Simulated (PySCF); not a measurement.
## Assigning NMR signals

Atoms are numbered as in `[BH3-:1][P@+:2]12[CH2:3][CH2:4][C@H:5]([CH2:6][CH2:7]1)[CH2:8]2`. Each H is labelled by its parent atom. Ha(C6), Ha(C7) are cis to C4 on the ring; Ha(C3), Ha(C4) are cis to C6 on the ring; Hb(C6), Hb(C7) are trans to C4 on the ring; Hb(C3), Hb(C4) are trans to C6 on the ring.

In vacuum, a single conformation, no relativistic terms, fast rotation and ring inversion assumed for equivalent nuclei. Coordinates at the PBE0-D3(BJ)/def2-SVP level; NMR shieldings at CAM-B3LYP/pcSseg-1/GIAO; PySCF 2.14.0 with density-fitted response routines.

Scale: 13C and 1H vs TMS (reference shieldings calculated alike).

Q: Assign these signals to the numbered atoms. 13C{1H} NMR (computed): δ 39.4 (CH), 33.5 (CH2), 31.9 (CH2), 23.3 (CH2).

A: 
39.4 → C5, sp3 CH in a ring: saturated and bonded to C and H only
33.5 → C8, sp3 CH2 bonded to P
31.9 → C4/C6, sp3 CH2 in a ring: aliphatic region, no heteroatom directly attached
23.3 → C3/C7, sp3 CH2 bonded to P

C8 and C4/C6 lie closer than the usual error of such a calculation, so a measured spectrum could show them in the other order.

Q: Assign these signals to the numbered atoms. 1H NMR (400 MHz, computed): δ 2.18 (m, 1H), 1.62 (m, 2H), 1.50 (m, 2H), 1.43 (m, 2H), 1.16 (m, 2H), 1.14 (m, 2H), 0.93 (br, 3H).

A: 
2.18 → H(C5), hydrogen on an sp3 CH in a ring
1.62 → Hb(C4)/Hb(C6), hydrogen on an sp3 CH2 in a ring
1.50 → Ha(C4)/Ha(C6), hydrogen on an sp3 CH2 in a ring
1.43 → Hb(C3)/Hb(C7), hydrogen on an sp3 CH2 bonded to P
1.16 → Ha(C3)/Ha(C7), hydrogen on an sp3 CH2 bonded to P
1.14 → H(C8), hydrogen on an sp3 CH2 bonded to P
0.93 → H(B1), hydrogen on a boron bonded to P

Hb(C4)/Hb(C6) and Ha(C4)/Ha(C6); Ha(C4)/Ha(C6) and Hb(C3)/Hb(C7); Ha(C3)/Ha(C7) and H(C8) lie closer than the usual error of such a calculation, so a measured spectrum could show them in the other order.

Hydrogens on boron are broadened and split by 11B (spin 3/2, 80 %) and 10B (spin 3). Splittings by 31P in the carbon and heteronuclear signals aren't shown, as no couplings were computed. Shifts are as computed, not scaled to solution data. Of 1313 compounds with measured shifts, 239 miss one by over three times the rms of a fit or turn the order of signals round; such compounds aren't used in these exercises. Multiplicities follow the n + 1 count of equivalent neighbours, as no J values were calculated; m marks all less simple cases, F and P coupling included.
